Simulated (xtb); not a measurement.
triplet methylene (CH₂), triplet, at a GFN2-xTB geometry. Base run: GFN2-xTB run with xtb 6.7.1.

The xtb input:
```
$ xtb mol.xyz --gfn 2 --uhf 2 --json

# file mol.xyz
3

C      0.00386916     0.00066529     0.10150064
H      0.00046091     0.97908788    -0.31139250
H     -0.02367585    -0.98307960    -0.29761136
```

Each row names what was changed in the base input (with any setting that the change needs).

| change | ΔE vs base (kcal/mol) | dipole (D) | SCF cycles |
|---|---|---|---|
| base | 0.000 | 0.67 | 9 |
| etemp = 5000 | -0.354 | 0.69 | 9 |
| alpb = water | -0.586 | 0.72 | 8 |
| acc = 0.0001 | 0.000 | 0.67 | 11 |
| etemp = 10000 | -5.89 | 0.81 | 9 |

ALPB and GBSA are two models with their own fitted parameters for each solvent, which aren't always the measured dielectric constant.
